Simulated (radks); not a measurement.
Values are calculated unless marked as measured or tabulated.
Species: Sb. Configuration: [Kr] 4d10 5s1 5p3 4f1 (not the ground configuration). Code: a radial shooting solver on a logarithmic mesh with Libxc functionals. Model: Dirac Kohn-Sham, LDA (Slater exchange, Perdew-Wang correlation), spin-unpolarised, spherical densities, point nucleus; open shells are shared between the two j in proportion to 2j + 1. Some entries of the table are withheld. Estimate them.

orbital      occ.  eigenvalue (eV)  r(max) (bohr)
1s1/2           2        -30258.52        0.01836
2s1/2           2        -4611.026         0.1039
2p1/2           2        -4316.612        0.07984
2p3/2           4        -4065.148        0.08446
3s1/2           2              (1)         0.3005
3p1/2           2        -789.6852         0.2867
3p3/2           4        -743.2977         0.2971
3d3/2           4        -529.6469         0.2423
3d5/2           6        -519.9956         0.2453
4s1/2           2        -156.6600         0.7225
4p1/2           2        -115.8213            (2)
4p3/2           4        -107.1390            (3)
4d3/2           4         -42.4690         0.8412
4d5/2           6         -41.2097         0.8506
5s1/2           1         -20.0190            (4)
5p1/2           1         -11.6672            (5)
5p3/2           2         -10.8678            (6)
4f5/2    0.428571          -0.4359            (7)
4f7/2    0.571429          -0.4359            (8)

Answer. 
(1) 3s1/2 eigenvalue (eV): -910.2143
(2) 4p1/2 r(max) (bohr): 0.7451
(3) 4p3/2 r(max) (bohr): 0.7700
(4) 5s1/2 r(max) (bohr): 1.854
(5) 5p1/2 r(max) (bohr): 2.157
(6) 5p3/2 r(max) (bohr): 2.244
(7) 4f5/2 r(max) (bohr): 16.07
(8) 4f7/2 r(max) (bohr): 16.07
